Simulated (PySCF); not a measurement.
## Gas-phase acidity of hydrogen iodide

System: hydrogen iodide, `I` (HI). Atom numbers as in the mapped SMILES `[IH:1]`.

Computed at ωB97X-D3(BJ)/ma-def2-TZVP // PBE0-D3(BJ)/ma-def2-SVP with PySCF (density fitting, grid level 2). The prefix ma- adds one diffuse s and one diffuse p function on all atoms but H. ωB97X-D3(BJ) is ωB97X-V with D3(BJ) in place of VV10. Zero-point and thermal terms (298.15 K, 1 bar) come from unscaled PBE0-D3(BJ)/ma-def2-SVP harmonic frequencies, with soft modes damped to free rotors in the entropy.

```csv
site,product,ΔH(acid) / kJ/mol,ΔG(acid) / kJ/mol
I1 (iodine),[I]-,1323,1302
```

ΔH and ΔG refer to AH → A⁻ + H⁺ in the gas phase.

Against the Active Thermochemical Tables (version 1.112): I1 1315 (computed 1323, error 8) kJ/mol.

Measured values (NIST Chemistry WebBook, evaluated or the median of agreeing entries): deprotonation enthalpy (ΔH) 1315 kJ/mol (computed 1323, difference 8); gas-phase acidity (ΔG) 1294 kJ/mol (computed 1302, difference 8).

Caveats: atoms past Kr carry effective core potentials.
